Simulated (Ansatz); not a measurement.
`C/C=C(\O)Cl` + `[OH][Sc]([Cl])[Cl]` → `C[O][Sc]([Cl])[Cl]` + `C=C(O)Cl`  (substitution at a C–C bond)

Program: Ansatz. Geometries: PBE0-D4/def2-TZVP. ΔE: electronic, gas phase. CCSD(T)/CBS adds triple-zeta CCSD(T) − MP2 to the extrapolated MP2 energy (def2 sets, frozen cores). Functionals use def2-TZVPP. B3LYP here is the variant with VWN-RPA as its local correlation; programs differ in this. For Sc outer-core shells are correlated without core-valence functions, which leaves a few kJ/mol of doubt a bond. Scalar relativity is left out up to krypton. One conformer a species, not always the lowest.

| level | ΔE (kcal/mol) | difference from CCSD(T)/CBS |
| --- | --- | --- |
| r2SCAN-D4 | 12.9 | -1.0 |
| B3LYP-D4 | 12.1 | -1.8 |
| B2PLYP | 12.3 | -1.6 |
| PBE | 12.6 | -1.3 |
| B3LYP | 11.6 | -2.3 |
| HF/def2-TZVPP | 11.0 | -2.9 |
| MP2/def2-TZVPP | 14.4 | 0.5 |
| SCS-MP2/def2-TZVPP | 13.2 | -0.7 |
| CCSD/def2-TZVPP | 13.2 | -0.7 |
| CCSD(T)/def2-TZVPP | 13.2 | -0.7 |
| HF/def2-QZVPP | 11.0 | -2.9 |
| MP2/def2-QZVPP | 14.8 | 0.9 |
| SCS-MP2/def2-QZVPP | 13.6 | -0.3 |
| HF/CBS(def2) | 11.0 | -2.9 |
| MP2/CBS(def2) | 15.1 | 1.2 |
| CCSD/CBS(def2) | 13.9 | 0.0 |
| CCSD(T)/CBS | 13.9 | 0 |

Largest T1 diagnostic among the species: 0.015.

In def2-TZVPP, CCSD(T) changes the Hartree–Fock value by +2.2 kcal/mol (the triples alone add +0.0 kcal/mol) and MP2 by +3.4 kcal/mol.
